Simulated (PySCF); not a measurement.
**Diatomics of I with the 3d metals**

PBE0 with triple-zeta basis sets in PySCF, for the lowest determinant that a PBE0 search found; no spin–orbit coupling. De refers to high-spin ground-configuration atoms. A positive dipole means M(−)I(+).

```json
{"M": "Sc", "basis": "x2c-TZVPPall", "state (unpaired electrons)": "triplet (σ ↑, δ ↑)", "Re (Å)": "2.694", "ωe (cm⁻¹)": "253", "De (eV)": "3.57", "μ (D)": "-4.01"}
{"M": "Ti", "basis": "x2c-TZVPPall", "state (unpaired electrons)": "quartet (σ ↑, π ↑, δ ↑)", "Re (Å)": "2.625", "ωe (cm⁻¹)": "256", "De (eV)": "n/a", "μ (D)": "-4.01"}
{"M": "V", "basis": "def2-TZVPP", "state (unpaired electrons)": "quintet (σ ↑, π ↑↑, δ ↑)", "Re (Å)": "2.582", "ωe (cm⁻¹)": "252", "De (eV)": "n/a", "μ (D)": "-5.09"}
{"M": "Cr", "basis": "x2c-TZVPPall", "state (unpaired electrons)": "sextet (σ ↑, π ↑↑, δ ↑↑)", "Re (Å)": "2.545", "ωe (cm⁻¹)": "250", "De (eV)": "2.85", "μ (D)": "-5.36"}
{"M": "Mn", "basis": "x2c-TZVPPall", "state (unpaired electrons)": "septet (σ ↑↑, π ↑↑, δ ↑↑)", "Re (Å)": "2.593", "ωe (cm⁻¹)": "237", "De (eV)": "2.77", "μ (D)": "-2.86"}
{"M": "Fe", "basis": "def2-TZVPP", "state (unpaired electrons)": "quartet (π ↑↑, δ ↑)", "Re (Å)": "2.443", "ωe (cm⁻¹)": "256", "De (eV)": "n/a", "μ (D)": "-4.79"}
{"M": "Co", "basis": "def2-TZVPP", "state (unpaired electrons)": "triplet (σ ↑, δ ↑)", "Re (Å)": "2.445", "ωe (cm⁻¹)": "251", "De (eV)": "n/a", "μ (D)": "-5.19"}
{"M": "Ni", "basis": "def2-TZVPP", "state (unpaired electrons)": "doublet (δ ↑)", "Re (Å)": "2.374", "ωe (cm⁻¹)": "269", "De (eV)": "n/a", "μ (D)": "-4.60"}
{"M": "Cu", "basis": "def2-TZVPP", "state (unpaired electrons)": "singlet (closed shell)", "Re (Å)": "2.375", "ωe (cm⁻¹)": "255", "De (eV)": "2.97", "μ (D)": "-4.60"}
{"M": "Zn", "basis": "def2-TZVPP", "state (unpaired electrons)": "doublet (σ ↑)", "Re (Å)": "2.509", "ωe (cm⁻¹)": "220", "De (eV)": "1.53", "μ (D)": "-2.32"}
```

The shortest bond is that of NiI (2.374 Å), the longest that of ScI (2.694 Å).

The rows differ in basis set, which adds steps of its own.

The state changes along the series, so neighbouring rows are not always alike in their bonding.

De is left out where the level can put another filling of the metal’s s and d shells below the measured ground configuration, by anything from nothing to about 1 eV. The metal atom is held in its measured ground configuration; semilocal functionals can put another filling of s and d lower by some tenths of an eV, and De to that atom would be smaller. Spin–orbit coupling is left out, which matters for elements this heavy, above all for dissociation energies. States were picked by a PBE0 search and need not be the measured ground states. The state is the lowest single determinant that the PBE0 search found; with open d or f shells the true ground state can be another one.
